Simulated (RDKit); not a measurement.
Input file for RDKit: UFF on H2O (SMILES O).

```python
from rdkit import Chem
from rdkit.Chem import AllChem, rdDetermineBonds

blocks = [
'''3

O     0.55588435    0.48663644    1.37382756
H     1.00482369   -0.30707393    1.06305605
H    -0.25499551    0.54365557    0.85674840
''',
]
mol = None
for b in blocks:
    f = Chem.MolFromXYZBlock(b)
    rdDetermineBonds.DetermineBonds(f, charge=0)
    mol = f if mol is None else Chem.CombineMols(mol, f)
Chem.SanitizeMol(mol)
print(Chem.MolToSmiles(Chem.RemoveHs(mol)))
ff = AllChem.UFFGetMoleculeForceField(mol, vdwThresh=100.0, ignoreInterfragInteractions=False)
e = ff.CalcEnergy()
print(f'UFF energy {e:.6f} kcal/mol')
```

Program output:

```
O
UFF energy 0.827381 kcal/mol
```

The run finished.

Cost: very roughly 0.020 core-seconds.
